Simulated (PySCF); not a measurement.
PySCF input file for In(AsH2)(H)2 (AsH4In), SMILES [AsH2][InH2], C-PCM-B3LYP/def2-SVP. Geometry: r2SCAN-D4/def2-TZVP. The def2 effective core potentials stand for the cores of In; spin–orbit coupling is left out.

```python
import numpy as np
from pyscf import gto, scf, dft
from pyscf.solvent import pcm

mol = gto.M(
    atom='''
    In    1.03621172    0.00266501    0.00000000
    As   -1.55372745   -0.06183471   -0.00000000
    H    -1.62330502    0.98434526    1.10168514
    H    -1.62330502    0.98434526   -1.10168512
    H     1.87262084   -0.02936540    1.50715079
    H     1.87262084   -0.02936538   -1.50715081
    ''',
    basis='def2-SVP',
    ecp={'In': 'def2-svp'},
    charge=0,
    spin=0,
    max_memory=1600,
    verbose=3,
)
mf = dft.RKS(mol, xc='b3lyp').density_fit(auxbasis='def2-universal-jkfit')
mf.grids.level = 3
mf.conv_tol = 1e-9
mf.max_cycle = 100
mf.kernel()
res = {}
for name, eps in {'water': 78.355, 'dichloromethane': 8.93, 'acetonitrile': 35.688}.items():
    s = mf.PCM()
    s.with_solvent.method, s.with_solvent.eps, s.with_solvent.lebedev_order = 'C-PCM', eps, 29
    s.kernel(mf.make_rdm1())
    res[name] = (s.e_tot, eps, s.dip_moment(), s.mo_energy, s.converged)
    print(f'{name}: electrostatic solvation free energy {(s.e_tot - mf.e_tot) * 627.509474:.3f} kcal/mol')
```

Log of the run:

```
converged SCF energy = -2428.22582094406

WARN: PCM is an experimental feature. It is still in testing.
Features and APIs may be changed in the future.

converged SCF energy = -2428.23097381594
Dipole moment(X, Y, Z, Debye):  0.56517,  0.49312,  0.00000
water: electrostatic solvation free energy -3.233 kcal/mol

WARN: PCM is an experimental feature. It is still in testing.
Features and APIs may be changed in the future.

converged SCF energy = -2428.23037732988
Dipole moment(X, Y, Z, Debye):  0.52914,  0.46861,  0.00000
dichloromethane: electrostatic solvation free energy -2.859 kcal/mol

WARN: PCM is an experimental feature. It is still in testing.
Features and APIs may be changed in the future.

converged SCF energy = -2428.23088066542
Dipole moment(X, Y, Z, Debye):  0.55938,  0.48920,  0.00000
acetonitrile: electrostatic solvation free energy -3.175 kcal/mol
```

Self-consistency was reached.
